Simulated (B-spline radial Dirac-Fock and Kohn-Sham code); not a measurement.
Two-hole binding energies of K⁺

System: potassium as K⁺ in the configuration [Ne] 3s2 3p6.

The computed values come from an atomic code on a B-spline grid: ΔSCF Dirac-Fock with Breit, self-energy and vacuum polarisation, finite nucleus, configuration average. U is the two-hole binding energy less the two single-hole energies, the effective repulsion of the holes after relaxation. Each two-hole energy is an average over J within one jj subconfiguration.

```
          holes  E(a) (eV)  E(b) (eV)  E(ab) (eV)  U (eV)
           1s⁻²     3621.2     3621.2      7502.6   260.2
   1s⁻¹ 2p1/2⁻¹     3621.2      310.3      3998.2    66.7
   1s⁻¹ 2p3/2⁻¹     3621.2      307.5      3994.7    66.0
   1s⁻¹ 3p1/2⁻¹     3621.2      30.80      3671.5    19.5
   1s⁻¹ 3p3/2⁻¹     3621.2      30.53      3671.1    19.4
   2s⁻¹ 2p1/2⁻¹      393.2      310.3       744.8    41.4
   2s⁻¹ 2p3/2⁻¹      393.2      307.5           ?       ?
        2p1/2⁻²      310.3      310.3       672.3    51.8
        2p3/2⁻²      307.5      307.5       664.1    49.1
   2s⁻¹ 3p1/2⁻¹      393.2      30.80       442.5    18.5
   2s⁻¹ 3p3/2⁻¹      393.2      30.53       442.2    18.5
2p1/2⁻¹ 3p3/2⁻¹      310.3      30.53       359.5    18.7
        3p1/2⁻²      30.80      30.80       77.36    15.8
        3p3/2⁻²      30.53      30.53       76.12    15.1
```

Q: Give the missing two-hole energy and U.

A: E(ab) = 741.9 eV and U = 41.2 eV.
